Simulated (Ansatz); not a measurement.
Two members of one family (1-butyl-3-methylimidazolium salts), computed with Ansatz in the gas phase. The two geometries come from different levels. A negative affinity means that the extra electron isn't bound at that geometry and level; within about 0.2 eV of zero the sign isn't settled. Binding counts from free atoms in the multiplicity of their measured ground term, without zero-point energy. Sets without diffuse functions give affinities that are too small. A dash marks a value that wasn't run or was left out as unsound. The structures are stationary points that may keep the symmetry of their start. Remarks come from the PBE and PBE0 runs and from stability tests at other levels; not every state was tested. A HOMO above zero means that the electron is unbound at that level and held by the basis, or that self-interaction error raises the level; the energy of removing that electron tells which. HOMO above LUMO (over both spins in singlets and doublets, within one spin in higher multiplets; at PBE or PBE0), or a gap under 0.15 eV within one spin, warns that the state may not be the lowest or that an electron is smeared out.

First: 1-butyl-3-methylimidazolium tetrafluoroborate (singlet, charge 0, PBE-D4/def2-SVP geometry).

```xyz
30

C     2.9423    1.0010    2.9350
C     1.7392    0.2398    2.3745
C     1.9536   -0.2466    0.9380
C     0.8102   -1.0684    0.3449
N    -0.4434   -0.3083    0.2114
C    -1.4736   -0.2031    1.1290
C    -2.4901    0.4920    0.5142
N    -2.0522    0.7952   -0.7661
C    -2.8170    1.4304   -1.8376
C    -0.8126    0.3000   -0.9261
H     3.8520    0.3660    2.9439
H     2.7612    1.3426    3.9737
H     3.1719    1.8967    2.3223
H     1.5124   -0.6350    3.0252
H     0.8386    0.8932    2.4182
H     2.1631    0.6165    0.2691
H     2.8623   -0.8860    0.8910
H     1.0477   -1.4204   -0.6774
H     0.5784   -1.9538    0.9696
H    -1.4109   -0.6431    2.1275
H    -3.4817    0.7810    0.8733
H    -2.6225    2.5205   -1.8629
H    -3.8930    1.2545   -1.6615
H    -2.5089    0.9544   -2.7888
H    -0.2193    0.2943   -1.8534
F     0.8512   -1.0004   -2.8077
B    -0.4094   -1.5994   -3.2051
F    -0.2202   -2.5240   -4.2031
F    -0.9800   -2.1697   -2.0378
F    -1.2494   -0.5197   -3.6335
```

```json
{"level": "PBE-D4/def2-SVP", "HOMO (eV)": "-6.42", "LUMO (eV)": "-1.86", "gap (eV)": "4.55", "vertical EA (eV)": "-0.84", "binding per atom (eV)": "4.63"}
{"level": "PBE-D4/def2-TZVP", "HOMO (eV)": "-6.87", "LUMO (eV)": "-2.00", "gap (eV)": "4.87", "vertical EA (eV)": "–", "binding per atom (eV)": "4.56"}
{"level": "r2SCAN-D4/def2-TZVP", "HOMO (eV)": "-7.24", "LUMO (eV)": "-1.83", "gap (eV)": "5.41", "vertical EA (eV)": "–", "binding per atom (eV)": "4.44"}
{"level": "PBE0-D4/def2-SVP", "HOMO (eV)": "-8.20", "LUMO (eV)": "-0.90", "gap (eV)": "7.29", "vertical EA (eV)": "-0.83", "binding per atom (eV)": "4.53"}
{"level": "PBE0-D4/def2-TZVP", "HOMO (eV)": "-8.21", "LUMO (eV)": "-1.02", "gap (eV)": "7.19", "vertical EA (eV)": "–", "binding per atom (eV)": "4.46"}
```

Remarks: HOMO above zero (-1 doublet), gap within one spin near zero at PBE or PBE0 (-1 doublet).

Second: 1-butyl-3-methylimidazolium dicyanamide (singlet, charge 0, r2SCAN-D4/def2-SVP geometry).

Cartesian coordinates in Å:
```
C -1.0178 -2.6264 -3.2376
C -0.6454 -1.3105 -2.5661
C 0.6911 -1.3764 -1.8318
C 1.1165 -0.0694 -1.1752
N 0.1685 0.3806 -0.1472
C -0.7243 1.4282 -0.2388
C -1.3330 1.5479 0.9807
N -0.8113 0.5551 1.7850
C -1.1236 0.3813 3.1982
C 0.1051 -0.1280 1.0883
H -0.2584 -2.9258 -3.9792
H -1.9837 -2.5555 -3.7588
H -1.0958 -3.4418 -2.4986
H -0.6033 -0.5028 -3.3217
H -1.4420 -1.0192 -1.8572
H 0.6658 -2.1762 -1.0690
H 1.4947 -1.6611 -2.5350
H 2.0912 -0.1482 -0.6618
H 1.1793 0.7454 -1.9136
H -0.8271 2.0157 -1.1471
H -2.0365 2.2817 1.3651
H -0.4465 -0.3716 3.6181
H -2.1660 0.0509 3.3108
H -0.9556 1.3530 3.6926
H 0.7579 -0.9055 1.4789
N 0.1066 3.2604 3.1155
C 1.1694 2.9028 2.7411
N 2.3591 2.5715 2.3271
C 2.6331 1.3967 1.8495
N 2.9318 0.3472 1.3880
```

Question: Estimate the same table for the second.

Answer: 
```csv
level,HOMO (eV),LUMO (eV),gap (eV),vertical EA (eV),binding per atom (eV)
PBE-D4/def2-SVP,-4.30,-1.98,2.32,-0.73,4.72
PBE-D4/def2-TZVP,-4.58,-2.07,2.51,–,4.66
r2SCAN-D4/def2-TZVP,-4.81,-1.91,2.90,–,4.48
PBE0-D4/def2-SVP,-5.51,-1.05,4.46,-0.66,4.59
PBE0-D4/def2-TZVP,-5.74,-1.12,4.62,–,4.53
```

Remarks: HOMO above zero (-1 doublet).
